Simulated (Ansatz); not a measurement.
Species: sum formula SiN$_{3}$H$_{6}$Br, charge 0, multiplicity 1. 
Geometry from a B3LYP-D3(BJ)/def2-TZVP (Ansatz, a first-principles code) optimisation:
```xyz
11

Si    -0.1602    -0.0940    -0.8293
Br     0.2700     0.1611     1.3794
N      1.3848    -0.4288    -1.4740
N     -1.0554     1.3119    -1.1997
N     -1.1426    -1.3951    -1.3111
H      1.5044    -0.6190    -2.4565
H      2.2171    -0.0541    -1.0505
H     -1.4166     1.4646    -2.1281
H     -0.9032     2.1718    -0.6997
H     -0.7798    -2.3347    -1.2956
H     -2.1355    -1.3676    -1.1432
```

Computed values are from Ansatz. Cores are frozen in the correlated levels unless marked. UHF or UKS for open shells. Spin-orbit coupling is left out. The frozen core is the preceding noble-gas configuration, with the filled d and f shells of earlier blocks. Non-relativistic. CBS(X,Y): correlation extrapolated as X^-3; Hartree-Fock from the larger set. [CCSD(T)-MP2]/basis is that difference in the basis named.

**Question.** What is the dipole moment at CCSD(T)/def2-SVPD?

**Answer.** 2.70 D.

**Question.** What is the total energy at RI-MP2/CBS(def2-TZVPPD,def2-QZVPPD)+[CCSD(T)-MP2]/def2-TZVPPD?

**Answer.** -3029.6449 Eh.

**Question.** What is the atomisation energy De at RI-MP2/CBS(def2-TZVPPD,def2-QZVPPD)+[CCSD(T)-MP2]/def2-TZVPPD?

**Answer.** 3865.3 kJ/mol.

**Question.** What is the T1 diagnostic at CCSD/def2-TZVPPD?

**Answer.** 0.010.
